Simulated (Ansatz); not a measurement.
Molecule: BBr2 (charge 0, doublet). It need not be the lowest isomer of its formula. SMILES: Br[B]Br
Coordinates optimised at B3LYP-D3(BJ)/def2-TZVP (Ansatz, a quantum-chemistry and plane-wave program):
```
B
Br 1 1.8889
Br 1 1.8889 2 126.56
```
Charge 0, spin multiplicity 2.

Wanted: atomisation energy (electronic, to ground-state atoms), in kJ/mol. Valence correlation only, unless marked. Open shells are spin-unrestricted. No spin-orbit coupling. Frozen are the shells of the preceding noble gas and the d and f shells that filled before the atom's block. Non-relativistic. The coupled-cluster limit lacks core correlation, which all-electron functionals hold. CBS marks a two-point X^-3 extrapolation of the correlation energy; Hartree-Fock from the larger set.

```tsv
level	program	atomisation energy (kJ/mol)
HF/aug-cc-pVTZ	Ansatz	529.8
```

What does CCSD(T)/CBS(cc-pVTZ,cc-pVQZ) (Ansatz) give?

718.7 kJ/mol, so HF/aug-cc-pVTZ differs from it by -188.9 kJ/mol.
